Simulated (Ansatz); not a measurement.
A run for Ansatz (a program for electronic structure): R-r2SCAN/def2-TZVPPD on H2 (SMILES [H][H]). Files ending in .json are basis or fitting sets from the Basis Set Exchange.

Ansatz 0.2 input:
```yaml
crystal:
  periodic: [false, false, false]
  atoms:
    - {symbol: H, position_ang: [-0.31464169, -0.21504588, 0.47386967]}
    - {symbol: H, position_ang: [0.00558872, -0.00639791, -0.16753557]}
basis:
  gaussian:
    orbitals: def2-TZVPPD.json
hamiltonian:
  xc: {name: r2SCAN}
scf: {lower_state_search: off}
```

It printed:

```
WARN ansatz: RAYON_NUM_THREADS=1 ignored (pool sized by the plan → 1); use --threads N
Functional definition: r2SCAN
these checks for a lower state are left out or cut short: stability, starts, cluster_reference, orbital_swaps, neighbouring_geometries, increment
integrals: 0.00 GiB planned
118 factors; their error is unknown
mean field: 0.05 GiB planned
mean field evaluation 1: about -31.6831 eV, gradient 7.6e0 eV
mean field evaluation 2: about -31.8674 eV, gradient 1.7e0 eV
mean field evaluation 4: about -31.8762 eV, gradient 4.1e-2 eV
mean field evaluation 8: about -31.8725 eV, gradient 7.7e-5 eV
mean field -31.87250268 eV, -1.1712928696 hartree, gradient 3.0e-6 eV, S^2 0.000000; 0 other end points of the search recorded, 0 dependent functions left out
reference -31.87250903 eV, -1.1712931027 hartree; 1, 1 occupied and 33, 33 virtual orbitals, 118 factors
Total energy: -31.87250903 eV, -1.1712931027 hartree
Checks for a lower state left out: stability, starts, cluster_reference, orbital_swaps, neighbouring_geometries, increment
```

Self-consistency was reached.

Cost: roughly 0.23 core-seconds.
